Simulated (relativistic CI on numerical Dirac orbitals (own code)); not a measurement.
## Cr6+ in a cubic cluster: L2,3 absorption with charge transfer

Computed with a charge-transfer multiplet model of a cubic metal-ligand cluster with up to 2 ligand holes, Slater and spin-orbit integrals from Dirac-Coulomb-Breit ions, Slater integrals scaled by 0.9. The ground state mixes d0 with configurations of k ligand holes L, whose averages lie at kΔ + k(k − 1)U_dd/2; a core hole lowers each added d electron by U_cd. 20 K, Lorentzian 0.4 eV and Gaussian 0.3 eV FWHM.

Atomic integrals in eV (Slater integrals scaled, ζ unscaled), ground: F2dd 10.549, F4dd 6.644, zeta_d 0.039; with the core hole: F2dd 10.549, F4dd 6.644, zeta_d 0.067, zeta_core 5.615, F2cd 7.753, G1cd 6.119, G3cd 3.485. Where a configuration has fewer than two d electrons, the dd integrals are those of d2.

Cluster parameters (eV): Δ = -1.8, U_dd = 5, U_cd = 5.5, 10Dq = 1.8, 10Dq(ligand) = 1.2, final-state hopping factor = 1.

Weights, n_d and S are thermal averages at 20 K. Photon energies count from the first peak over 30 % of the highest in each spectrum, which can be another peak from case to case. The parameters are a model scan and need not match a compound or its usual spin state. Peaks in eV (height, largest 100): -3.1 (29), 0.0 (57), 2.3 (23), 3.6 (11), 6.0 (45), 8.6 (100), 12.9 (5).

Problem. Which parameters give this spectrum?
A. V(eg) = 3.05 eV, V(t2g) = -1.6 eV
B. V(eg) = 2.15 eV, V(t2g) = -1.13 eV
C. V(eg) = 3.95 eV, V(t2g) = -2.07 eV

Solution. A. V(eg) = 3.05 eV, V(t2g) = -1.6 eV; the ground state then has 1.08 d electrons and S = 0.00. The choice follows from running the model for each set and comparing peak positions and heights. The space is cut while the next configuration still counts.
